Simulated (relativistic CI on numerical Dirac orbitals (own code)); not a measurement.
Hyperfine structure of Sm44+, mass number 147

Computed by Dirac-Coulomb-Breit CI, orbitals from a KLI potential per configuration, model QED, unscaled Slater integrals (own radial code, finite nucleus).

Configurations in the expansion (outside the closed core [Ne]): 3s2.3p6, 3s2.3p5.3d, 3s.3p6.3d, 3s2.3p5.4s, 3s2.3p5.4p, 3s2.3p5.4d, 3p6.3d.4p, 3s.3p6.4s, 3p6.3d2, 3p5.3d3, 3p5.3d2.4s, 3p5.3d2.4p, 3p5.3d2.4d, 3p6.3d.4s, 3p5.3d.4s2, 3p5.3d.4s.4p, 3p5.3d.4s.4d. Double excitations out of closed p, d and f shells are left out; levels of such configurations are missing from the list, as are those of other unlisted configurations, and high levels can miss mixing partners.

Nuclear spin I = 7/2, μ = -0.809 μN, Q = -0.26 b (tables of Stone and Pyykkö). The electronic factors are computed for point nuclear moments, without core polarisation or the Bohr-Weisskopf and QED corrections.

```json
{"Level": "3s2.3p5.3d 3P°_1", "E (Ry)": "14.3965", "A (GHz)": "-16.04", "B (GHz)": "-14.8"}
{"Level": "3s2.3p5.3d 3F°_3", "E (Ry)": "14.7691", "A (GHz)": "-19.4", "B (GHz)": "46.9"}
{"Level": "3s2.3p5.3d 3D°_2", "E (Ry)": "14.9943", "A (GHz)": "-19.32", "B (GHz)": "4.1"}
{"Level": "3s2.3p5.3d 3F°_4", "E (Ry)": "16.8137", "A (GHz)": "-12.94", "B (GHz)": "43.7"}
{"Level": "3s2.3p5.3d 3D°_3", "E (Ry)": "17.8171", "A (GHz)": "-11.35", "B (GHz)": "-20.3"}
{"Level": "3s2.3p5.3d 3F°_2", "E (Ry)": "25.4239", "A (GHz)": "-56.46", "B (GHz)": "-14"}
{"Level": "3s2.3p5.3d 1P°_1", "E (Ry)": "27.9211", "A (GHz)": "29.34", "B (GHz)": "-3.56"}
{"Level": "3s.3p6.3d 3D_1", "E (Ry)": "37.7853", "A (GHz)": "131.8", "B (GHz)": "-4.93"}
```

Levels with J = 0, under 50 % of one LS term, or S terms without an open s electron are left out. Small factors come from cancelling terms and can be off by tens of per cent or more.

At this charge energies of transitions that change n are usually good to better than 1 %, and those within a shell (Δn = 0) to a few per cent.

(1) Give the hyperfine levels of 3s2.3p5.3d 3F°_3 relative to its centre of gravity.

Answers

(1) With K = F(F + 1) − I(I + 1) − J(J + 1), E = AK/2 + B[¾K(K + 1) − I(I + 1)J(J + 1)]/[2I(2I − 1)J(2J − 1)]: F = 1/2: 287, F = 3/2: 249.6, F = 5/2: 189.3, F = 7/2: 109.7, F = 9/2: 15.37, F = 11/2: -87.66, F = 13/2: -192 GHz.

LS names give the leading component of a level, which can be under half, so a name can repeat, a term be missing and a line seem to break the LS rules.
